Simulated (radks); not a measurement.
Initial-state core-level shifts of the molybdenum ion Mo2+ when its valence configuration changes from [Kr] 4d4. Calculated with a radial shooting solver on a logarithmic mesh with Libxc functionals: Dirac Kohn-Sham, PBE, spin-unpolarised, spherical densities, finite nucleus; open shells fill j = l - 1/2 first; Fermi nuclear charge, rms radius 4.4091 fm. Shifts are changes of the shell-averaged eigenvalues in eV (positive: less bound); the change of the density at the nucleus, which sets a Mossbauer isomer shift, is in e/bohr^3, on a base of 9.086e+04.

\begin{tabular}{lrrrrr}
valence & 1s & 2p & 3d & 4p & density at nucleus \\ \hline
4d3 5s1 & -4.294 & -4.586 & -4.500 & -3.764 & +22.016 \\
4d2 5s2 & -8.991 & -9.624 & -9.404 & -7.715 & +48.100 \\
4d2 5p2 & -11.108 & -11.731 & -11.538 & -9.740 & +7.490 \\
4d3 5p1 & -5.380 & -5.660 & -5.588 & -4.818 & +3.286 \\
4d3.5 5s0.5 & -2.093 & -2.232 & -2.195 & -1.853 & +10.512 \\
4d3.5 5p0.5 & -2.641 & -2.773 & -2.743 & -2.389 & +1.529 \\
4d1.5 5s2 5p0.5 & -12.008 & -12.829 & -12.528 & -10.247 & +52.480 \\
4d2 5s1 5p1 & -10.060 & -10.688 & -10.481 & -8.739 & +28.073 \\
\end{tabular}
